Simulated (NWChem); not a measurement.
System: HfO$_{2}$ cation, doublet; SMILES of the neutral closed-shell parent [Hf](=[O])=[O]

```xyz
3

Hf     0.2227    -0.0322     0.0000
O     -0.8593     1.4323     0.0000
O     -1.1454    -1.1426     0.0000
```
Atoms are numbered in this order, from 1.

All runs: NWChem. Spin-unrestricted. Coordinates come from a PBE0/def2-SVP, spin-unrestricted optimisation. This spin state was assumed; another may lie lower. No stability test was run on the SCF state. def2 effective core potentials on Hf; no spin-orbit coupling. Vertical excitations in the gas phase; the lowest state need not have the same character in each row. Excited states of an open shell can be spin-contaminated.

For level B3LYP/def2-SVPD, TDA:

```
Quantity                                                     Value
-----------------------------------------------------------  -----
lowest empty minus highest occupied level, either spin (eV)   3.94
```

**Question.** How do the values read with level PBE/def2-SVPD, TDA instead?

**Answer.** lowest empty minus highest occupied level, either spin (eV): 1.65
